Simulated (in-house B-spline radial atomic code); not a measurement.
Binding energies in As+

NIST's tabulated ground configuration is [Ar] 3d10 4s2 4p2; each binding energy is the energy of the ion with one electron taken from that subshell, relaxed, less that of the parent. Computed with an all-electron radial atomic-structure program (B-spline basis): Dirac-Hartree-Fock, average of configuration, Fermi nucleus of rms radius 4.0968 fm. Energies include first-order Breit, QED and recoil terms.

| subshell | X-ray name | binding energy (eV) | -ε (eV) | relaxation (eV) |
| --- | --- | --- | --- | --- |
| 1s | K | 11886 | 11961.6 | 50.9 |
| 2s | L1 | 1555.4 | 1583.0 | 25.5 |
| 3s | M1 | 228 | 235.4 | 7.2 |
| 3d3/2 | M4 | 60.15 | 66.90 | 6.76 |
| 3d5/2 | M5 | 59.46 | 66.10 | 6.68 |
| 4s | N1 | 27.26 | 27.90 | 0.62 |
| 4p | N2,3 | 17.3 | 17.68 | 0.38 |

Relaxation = -ε minus the binding energy without Breit, QED and recoil terms.

(1) What does it cost to remove two 2s electrons?

(2) What does it cost to remove both a 3d3/2 and a 4p electron?

(3) What does it cost to remove both a 3s and a 3d5/2 electron?

## Answers

(1) 3184.2 eV, which is 73.35 eV more than the two single binding energies together.

(2) 89.857 eV, which is 12.41 eV more than the two single binding energies together.

(3) 312.44 eV, which is 24.98 eV more than the two single binding energies together.
